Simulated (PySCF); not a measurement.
**Relaxation of singlet GeS(OH)2**

Computed with PBE0/[Ge def2-SVP, S def2-SVP, O def2-SVP, H def2-SVP], no relativity, density fitting, PySCF. A (50,194) grid was used.

A hand-made T-shaped (ligand arrangement 1) (heavy-atom frame) start, with no symmetry imposed:

```xyz
6
charge 0 multiplicity 1, angstrom
Ge    0.2456    0.0053   -0.2524
S    -1.8032    0.0053   -0.1809
O     0.2456    0.0053    1.5876
O     2.0845    0.0053   -0.1882
H    -0.4898    0.0053    2.2047
H     2.7012   -0.7301   -0.1666
```

What forces act on the atoms at the start (eV/Å)?


```
atom     Fx     Fy     Fz
 Ge1   1.64  -0.55   5.13
  S2  -1.31   0.04  -2.60
  O3   2.53  -0.04  -0.35
  O4  -1.88   1.08  -1.23
  H5  -0.49   0.08  -0.78
  H6  -0.48  -0.61  -0.18
```

What does it relax to?

It ends at Cs with Ge–O 1.746 Å, Ge–O 1.759 Å, Ge–S 2.016 Å, O–H 0.966 Å (×2); Ge–O–H 111.3°, Ge–O–H 112.2°, O–Ge–O 101.2°, O–Ge–S 129.4° (×2) (after a last refinement on a finer grid). A frequency run shows a minimum.

How much energy is released, and in how many steps?

252.4 kJ/mol in 22 steps.

The relaxation took of the order of 100 core-seconds on a shared host.
